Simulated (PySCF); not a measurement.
C7H6FN.
SMILES with atom numbers: `[H]/[N:1]=[CH:2]\[c:3]1[cH:4][cH:5][cH:6][cH:7][c:8]1[F:9]` (hydrogens: H10 on N1; H11 on C2; H12 on C4; H13 on C5; H14 on C6; H15 on C7)

The geometry is computed with GFN2-xTB (gas phase).

Task: Give the optimised bond lengths and angles.

Result: 
```
  bond  length (Å)     order
 N1=C2       1.257    double
 C2–C3       1.470    single
 C3–C4       1.395  aromatic
 C4–C5       1.381  aromatic
 C5–C6       1.386  aromatic
 C6–C7       1.384  aromatic
 C7–C8       1.382  aromatic
 C8–F9       1.348    single
 C3–C8       1.396  aromatic
N1–H10       1.019    single
C2–H11       1.086    single
C4–H12       1.081    single
C5–H13       1.079    single
C6–H14       1.079    single
C7–H15       1.079    single
```

Orders are formal, as drawn. A selection of angles:
```
    angle  degrees
 N1–C2–C3    129.0
 C2–C3–C4    122.7
 C2–C3–C8    120.2
 C4–C3–C8    117.1
 C3–C4–C5    121.2
 C4–C5–C6    120.2
 C5–C6–C7    120.0
 C6–C7–C8    119.0
 C7–C8–F9    118.2
 C3–C8–C7    122.4
 C3–C8–F9    119.4
H10–N1–C2    115.6
```

Torsions: N1–C2–C3–C4 0° (synperiplanar); H10–N1–C2–C3 0° (synperiplanar).

The 9 heavy atoms lie in one plane (0.000 Å rms). Of the pairs four or more bonds apart, H10···H12 is among the closest relative to their van der Waals radii: 2.08 Å, 87 % of the sum of Bondi's values. The 6-membered ring C3–C4–C5–C6–C7–C8 has internal angles of 117.1° to 122.4°; it is planar, 0.00 Å rms from its mean plane, widest ring torsion 0°. The C–C distances run from 1.381 Å (C4–C5, aromatic) to 1.470 Å (C2–C3, drawn single), a spread of 0.089 Å.

Point group: Cs (tolerance 0.08 Å). Not checked by GFN2-xTB frequencies. One conformer, not necessarily the lowest.
